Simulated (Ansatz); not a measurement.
A set of 12 reactions (carbene extrusion), with CCSD(T)/CBS values in kJ/mol:

| reaction | ΔE |
| --- | --- |
| `C[O][Ga]([Br])[O][SiH3]` → `[CH2]` (triplet) + `[OH][Ga]([Br])[O][SiH3]` | 374.5 |
| `COCS[SiH3]` → `[CH2]` (triplet) + `OCS[SiH3]` | 402.2 |
| `CC=C=N` → `[CH2]` (triplet) + `C=C=N` | 436.1 |
| `CBS` → `[CH2]` (triplet) + `BS` | 482.9 |
| `ClC(Cl)Br` → `Cl[C]Cl` + HBr | 261.2 |
| `C[Se][Al]([F])[F]` → `[CH2]` (triplet) + `[F][Al]([F])[SeH]` | 424.5 |
| `C=NC[SiH2]C` → `C=NC[SiH3]` + `[CH2]` (triplet) | 480.2 |
| `C[N](C)[In]([CH3])[Br]` → `[CH2]` (triplet) + `C[N](C)[InH][Br]` | 468.7 |
| `C[Te][SiH2]O` → `[CH2]` (triplet) + `O[SiH2][TeH]` | 438.0 |
| `F[CH2][SnH2][Br]` → `[CH2]` (triplet) + `[F][SnH2][Br]` | 291.5 |
| `BC[SiH](C)Cl` → `BC[SiH2]Cl` + `[CH2]` (triplet) | 488.5 |
| `C[SiH2]B(F)F` → `[CH2]` (triplet) + `FB(F)[SiH3]` | 476.3 |

Computed with Ansatz on PBE0-D4/def2-TZVP structures; ΔE is electronic, products minus reactants. CCSD(T)/CBS is the MP2 limit (def2-TZVPP, def2-QZVPP) plus CCSD(T) − MP2 in def2-TZVPP, frozen cores. This one scheme is used for every species. Functionals use def2-TZVPP. B3LYP here is the variant with VWN-RPA as its local correlation; programs differ in this. Triplets are unrestricted, without spin–orbit coupling. Elements past krypton have def2 core potentials. For Br, Ga, In, Se, Sn, Te outer-core shells are correlated without core-valence functions, which leaves a few kJ/mol of doubt a bond. Scalar relativity is left out up to krypton. One conformer a species, not always the lowest.

**Question.** Give the mean, mean absolute and largest difference (level minus CCSD(T)/CBS, kJ/mol) for: PBE-D4, PBE0-D4, B3LYP-D4, ωB97X-V, B2PLYP, r2SCAN, PBE0, B3LYP, MP2/def2-TZVPP, CCSD(T)/def2-TZVPP, HF/def2-QZVPP, MP2/def2-QZVPP, HF/CBS(def2), CCSD/CBS(def2). (Estimate.)

**Answer.** The calculation gave: 
| level | mean | mean absolute | largest |
| --- | --- | --- | --- |
| PBE-D4 | 6.2 | 6.8 | 15.1 |
| PBE0-D4 | -1.0 | 4.0 | 12.2 |
| B3LYP-D4 | -6.5 | 6.5 | -13.0 |
| ωB97X-V | 9.6 | 9.6 | 15.5 |
| B2PLYP | -9.5 | 9.5 | -13.4 |
| r2SCAN | -22.3 | 22.3 | -30.2 |
| PBE0 | -6.8 | 7.6 | -14.7 |
| B3LYP | -17.2 | 17.2 | -22.7 |
| MP2/def2-TZVPP | 4.2 | 4.5 | 26.1 |
| CCSD(T)/def2-TZVPP | -10.9 | 10.9 | -15.2 |
| HF/def2-QZVPP | -140.0 | 140.0 | -158.8 |
| MP2/def2-QZVPP | 10.3 | 10.3 | 30.2 |
| HF/CBS(def2) | -140.0 | 140.0 | -158.8 |
| CCSD/CBS(def2) | -10.5 | 10.8 | -12.9 |

The largest T1 diagnostic in the set is 0.020, for `Cl[C]Cl` (customary mark 0.02).

CCSD(T)/CBS is a level of theory with its own doubt, and the functionals carry their triple-zeta basis error, so these figures describe this set and don't rank the functionals.
